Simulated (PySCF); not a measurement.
Computed IR spectrum (relative IR intensity) of a molecule C₂H₇FSi₂. The structure is a stationary point at B3LYP-D3(BJ)/def2-SVP. One conformer was computed; it need not be the lowest. Calculation: B3LYP-D3(BJ)/def2-SVP in PySCF. Frequencies are harmonic and unscaled.

Lines under 2 % of the strongest are left out, and lines within 2 cm⁻¹ are merged.

ν (cm⁻¹): 602 (w), 653 (m), 740 (w), 751 (vw), 803 (w), 864 (vw), 922 (vs), 943 (w), 950 (w), 958 (w), 966 (m), 1046 (vw), 1191 (w), 2215 (m), 2218 (m), 2231 (w), 2239 (m), 2247 (m) (against the strongest line: vs over 80 %, s over 45 %, m over 15 %, w over 4 %, vw less)

Identify the compound among the candidates.
A) F[C@H]1C[SiH2][SiH2]1
B) F[SiH2]/C=C/[SiH3]
C) C=C(F)[SiH2][SiH3]
D) F/C([SiH3])=C\[SiH3]

B, F[SiH2]/C=C/[SiH3]
